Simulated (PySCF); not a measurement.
## Spinor energies of P (phosphorus, neutral)

Start: [Ne] 3s2 3p3; 3p1/2 filled at m_j = -1/2, +1/2; 3p3/2 filled at m_j = +3/2. Calculated with PySCF 2.14 in x2c-SVPall-2c with one added diffuse shell each of s, p type (5s5p1d, 25 functions): generalised Hartree-Fock with the X2C-1e Hamiltonian and a Gaussian nucleus; one run each with spin-orbit coupling (SO) switched off, then screened by Boettger's factors.

```json
{"spinor shell": "1s1/2", "electrons": "2", "ε, spin-free (eV)": "-2180.9", "ε, screened SO (eV)": "-2180.9", "weight of nominal j (screened SO)": "1.000", "rms radius, screened SO (bohr)": "0.120"}
{"spinor shell": "2s1/2", "electrons": "2", "ε, spin-free (eV)": "-205.27", "ε, screened SO (eV)": "-205.27", "weight of nominal j (screened SO)": "1.000", "rms radius, screened SO (bohr)": "0.561"}
{"spinor shell": "2p1/2", "electrons": "2", "ε, spin-free (eV)": "-146.96", "ε, screened SO (eV)": "-147.87", "weight of nominal j (screened SO)": "0.819", "rms radius, screened SO (bohr)": "0.538"}
{"spinor shell": "3s1/2", "electrons": "2", "ε, spin-free (eV)": "-19.001", "ε, screened SO (eV)": "-19.000", "weight of nominal j (screened SO)": "1.000", "rms radius, screened SO (bohr)": "2.09"}
{"spinor shell": "3p1/2", "electrons": "2", "ε, spin-free (eV)": "-10.690", "ε, screened SO (eV)": "-10.702", "weight of nominal j (screened SO)": "0.507", "rms radius, screened SO (bohr)": "2.54"}
{"spinor shell": "3p3/2", "electrons": "1", "ε, spin-free (eV)": "-10.690", "ε, screened SO (eV)": "-10.666", "weight of nominal j (screened SO)": "1.000", "rms radius, screened SO (bohr)": "2.54"}
```

Task: Where does 2p3/2 lie, and what is the 2p spin-orbit splitting (screened SO)?

Result: At -146.51 eV, 1.353 eV above 2p1/2.

```json
{"quantity": "E (hartree)", "spin-free": "-341.40516", "screened SO": "-341.40541"}
{"quantity": "M_J", "spin-free": "3/2", "screened SO": "3/2"}
{"quantity": "⟨J²⟩", "spin-free": "3.750", "screened SO": "3.750"}
{"quantity": "⟨L²⟩", "spin-free": "0.000", "screened SO": "0.000"}
{"quantity": "⟨S²⟩", "spin-free": "3.750", "screened SO": "3.750"}
```

Each row is a mean over spinors that exchange with the open shell spreads, by up to 7.553 eV (3s1/2).

Rows whose weight is well below 1 are mixtures of j = l ± 1/2: exchange outweighs spin-orbit coupling there, and the label is only the starting occupation.

Without spin-orbit coupling the j labels of p, d and f shells carry no meaning; the spin-free column gives the mean over the occupied spinors of each nl shell.
